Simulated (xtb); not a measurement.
HfI$_{4}$, triplet, from a rough starting geometry (GFN-xTB shapes and energies of metal compounds can be far from the true ones) (the multiplicity is a formal guess); xtb with GFN2-xTB.

Here is a job for xtb.
```
$ xtb mol.xyz --gfn 2 --uhf 2 --opt vtight --json

# file mol.xyz
5

Hf     0.03672547    -0.00799316    -0.05476955
I      2.09653069    -0.67565289    -1.58716345
I      0.84165837     0.43651706     2.58375373
I     -1.24902763     2.30939493    -0.96857113
I     -1.86216614    -2.02040570    -0.03023094
```

It wrote (shortened):

```
   ID    Z sym.   atoms
    1   72 Hf     1
    2   53 I      2-5

           -------------------------------------------------
          |                Calculation Setup                |
           -------------------------------------------------

           -------------------------------------------------
          |                 G F N 2 - x T B                 |
           -------------------------------------------------

          ...................................................
          :                      SETUP                      :
          :.................................................:
          :  # basis functions                  50          :
          :  # atomic orbitals                  45          :
          :  # shells                           15          :
          :  # electrons                        32          :
          :  max. iterations                   250          :
          :  Hamiltonian                  GFN2-xTB          :
          :  restarted?                      false          :
          :  GBSA solvation                  false          :
          :  PC potential                    false          :
          :  electronic temp.          300.0000000     K    :
          :  accuracy                    1.0000000          :
          :  -> integral cutoff          0.2500000E+02      :
          :  -> integral neglect         0.1000000E-07      :
          :  -> SCF convergence          0.1000000E-05 Eh   :
          :  -> wf. convergence          0.1000000E-03 e    :
          :  Broyden damping             0.4000000          :
          :  net charge                          0          :
          :  unpaired electrons                  2          :
          ...................................................

 iter      E             dE          RMSdq      gap      omega  full diag
   1      2.7451668  0.274517E+01  0.501E+01    0.00       0.0  T
   2     -6.4993829 -0.924455E+01  0.421E+01    0.03       1.0  T
   3    -12.6951700 -0.619579E+01  0.257E+01    0.20       1.0  T
   4    -15.2066212 -0.251145E+01  0.160E+01    0.00       1.0  T
   5    -15.9728946 -0.766273E+00  0.137E+01    0.00       1.0  T
   6    -16.0382853 -0.653906E-01  0.126E+01    0.00       1.0  T
   7    -16.0665101 -0.282248E-01  0.124E+01    0.00       1.0  T
   8    -16.0821076 -0.155975E-01  0.122E+01    0.00       1.0  T
   9    -16.1328453 -0.507377E-01  0.117E+01    0.00       1.0  T
  10    -16.1698947 -0.370494E-01  0.115E+01    0.00       1.0  T
  11    -16.2343537 -0.644590E-01  0.109E+01    0.00       1.0  T
  12    -16.2354953 -0.114161E-02  0.109E+01    0.00       1.0  T
  13    -16.2977404 -0.622451E-01  0.105E+01    0.00       1.0  T
  14    -16.3803967 -0.826563E-01  0.955E+00    0.00       1.0  T
  15    -16.4930852 -0.112688E+00  0.848E+00    0.00       1.0  T
  16    -16.7341320 -0.241047E+00  0.829E+00    0.00       1.0  T
  17    -16.7494291 -0.152971E-01  0.792E+00    0.00       1.0  T
  18    -16.7610637 -0.116346E-01  0.793E+00    0.00       1.0  T
  19    -16.7842574 -0.231937E-01  0.828E+00    0.00       1.0  T
  20    -16.8589492 -0.746918E-01  0.113E+01    0.00       1.0  T
  21    -16.8664215 -0.747235E-02  0.108E+01    0.00       1.0  T
  22    -16.8666074 -0.185832E-03  0.106E+01    0.00       1.0  T
  23    -16.8721580 -0.555066E-02  0.103E+01    0.00       1.0  T
  24    -16.8637631  0.839495E-02  0.109E+01    0.00       1.0  T
  25    -16.9091790 -0.454159E-01  0.687E+00    0.00       1.0  T
  26    -16.9212811 -0.121021E-01  0.624E+00    0.00       1.0  T
  27    -16.9220868 -0.805699E-03  0.612E+00    0.00       1.0  T
  28    -16.9132547  0.883211E-02  0.597E+00    0.00       1.0  T
  29    -16.9272341 -0.139794E-01  0.498E+00    0.00       1.0  T
  30    -16.9281361 -0.902044E-03  0.502E+00    0.00       1.0  T
  31    -16.9084008  0.197353E-01  0.568E+00    0.00       1.0  T
  32    -16.9116527 -0.325181E-02  0.545E+00    0.00       1.0  T
[...]
 * total energy  :   -16.9000425 Eh     change        0.5268723E-02 Eh
 * total energy  :   -16.9007232 Eh     change       -0.6806429E-03 Eh
 * total energy  :   -16.9057589 Eh     change       -0.5035774E-02 Eh
 * total energy  :   -16.9074581 Eh     change       -0.1699154E-02 Eh
 * total energy  :   -16.9076166 Eh     change       -0.1585091E-03 Eh
 * total energy  :   -16.9082274 Eh     change       -0.6107966E-03 Eh
 * total energy  :   -16.9069514 Eh     change        0.1275968E-02 Eh
 * total energy  :   -16.9088717 Eh     change       -0.1920313E-02 Eh
 * total energy  :   -16.9089407 Eh     change       -0.6898110E-04 Eh
 * total energy  :   -16.9089511 Eh     change       -0.1035797E-04 Eh
 * total energy  :   -16.9089546 Eh     change       -0.3522801E-05 Eh
 * total energy  :   -16.9089547 Eh     change       -0.8434695E-07 Eh
   *** GEOMETRY OPTIMIZATION CONVERGED AFTER 13 ITERATIONS ***
         :: total energy             -16.908954696183 Eh    ::
[...]
         7        2.0000           -0.4938746             -13.4390
         8        2.0000           -0.4938689             -13.4389
         9        1.9725           -0.4611265             -12.5479
        10        1.9722           -0.4611185             -12.5477
        11        1.9362           -0.4602927             -12.5252
        12        1.9361           -0.4602915             -12.5252
        13        1.9359           -0.4602881             -12.5251
        14        1.7492           -0.4587803             -12.4840
        15        1.7490           -0.4587793             -12.4840
        16        1.7489           -0.4587789             -12.4840
        17        0.4796           -0.3341232              -9.0920 (HOMO)
        18        0.4788           -0.3341202              -9.0919 (LUMO)
        19        0.0140           -0.3301581              -8.9841
        20        0.0139           -0.3301488              -8.9838
        21        0.0138           -0.3301462              -8.9837
        22                         -0.2159771              -5.8770
        23                         -0.0332061              -0.9036
        24                         -0.0332014              -0.9035
        25                         -0.0331862              -0.9030
        26                         -0.0198083              -0.5390
        27                         -0.0198002              -0.5388
        28                         -0.0197905              -0.5385
       ...                                ...                  ...
        45                          1.4851568              40.4132
      -------------------------------------------------------------
                  HL-Gap            0.0000030 Eh            0.0001 eV
             Fermi-level           -0.3959708 Eh          -10.7749 eV

     #   Z          covCN         q      C6AA      α(0)
     1  72 Hf       3.145     0.606   155.597    26.852
     2  53 I        0.789    -0.151   382.726    33.773
     3  53 I        0.789    -0.151   382.733    33.773
     4  53 I        0.789    -0.152   382.735    33.774
     5  53 I        0.789    -0.151   382.729    33.773

 Mol. C6AA /au·bohr⁶  :       8186.282128
 Mol. C8AA /au·bohr⁸  :     853695.921837
 Mol. α(0) /au        :        161.945797

Wiberg/Mayer (AO) data.
largest (>0.10) Wiberg bond orders for each atom

 ---------------------------------------------------------------------------
     #   Z sym  total        # sym  WBO       # sym  WBO       # sym  WBO
 ---------------------------------------------------------------------------
     1  72 Hf   3.048 --     4 I    0.762     3 I    0.762     2 I    0.762
                             5 I    0.762
     2  53 I    0.941 --     1 Hf   0.762
     3  53 I    0.941 --     1 Hf   0.762
     4  53 I    0.941 --     1 Hf   0.762
     5  53 I    0.941 --     1 Hf   0.762
 ---------------------------------------------------------------------------

Topologies differ in total number of bonds
Writing topology from bond orders to xtbtopo.mol

molecular dipole:
                 x           y           z       tot (Debye)
 q only:       -0.000      -0.000       0.000
   full:       -0.002      -0.000       0.002       0.008
molecular quadrupole (traceless):
                xx          xy          yy          xz          yz          zz
 q only:       -0.003      -0.002       0.000      -0.008       0.001       0.002
  q+dip:       -0.012       0.002       0.005      -0.019       0.002       0.007
   full:       -0.015       0.000       0.007      -0.021       0.002       0.009

optimized geometry written to: xtbopt.xyz

           -------------------------------------------------
          | TOTAL ENERGY              -16.908954696183 Eh   |
          | GRADIENT NORM               0.000112992966 Eh/α |
          | HOMO-LUMO GAP               0.000082742066 eV   |
           -------------------------------------------------

normal termination of xtb
```
